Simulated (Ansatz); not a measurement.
ClFH5NSi2 can be A, `N[Si](F)([SiH3])Cl`, or B, `F[SiH2]N[SiH2]Cl`.

Isolated molecules relaxed with PBE0-D4/def2-TZVP in Ansatz; ΔE leaves out vibrations. CCSD(T)/CBS adds triple-zeta CCSD(T) − MP2 to the extrapolated MP2 energy (def2 sets, frozen cores). DFT in def2-TZVPP. B3LYP here is the variant with VWN-RPA as its local correlation; programs differ in this. Each species was taken in one conformer, which may not be the lowest.

Problem. Which is lower in electronic energy at CCSD(T)/CBS, and by how much? (An estimate is asked.)

Solution. Computed: B, by 15.2 kcal/mol.

Problem. Give E(B) − E(A) in kcal/mol with BLYP-D4, CCSD/def2-TZVPP, r2SCAN-D4, B3LYP, PBE-D4, LDA (SPW92), ωB97M-V. (Estimate.)

Solution. Computed: BLYP-D4 -12.6, CCSD/def2-TZVPP -15.9, r2SCAN-D4 -12.6, B3LYP -14.3, PBE-D4 -9.5, LDA (SPW92) -9.9, ωB97M-V -15.3. None reverses the order clearly.

Problem. Does the order hold for the free energy at 298.15 K (harmonic terms from PBE0-D4)? (Estimate.)

Solution. The calculation gave: Yes: G(B) − G(A) = -15.1 kcal/mol, for one conformer each. Modes under 60 cm⁻¹, often nearly free rotors, make the harmonic entropy too high.

Largest T1 diagnostic: 0.011.

From BLYP to BHLYP (50 % exact exchange), in def2-TZVPP and without D4, E(B) − E(A) moves by −3.3 kcal/mol. In def2-TZVPP, CCSD(T) changes the Hartree–Fock value by +3.5 kcal/mol (the triples alone add +0.5 kcal/mol) and MP2 by +1.6 kcal/mol.
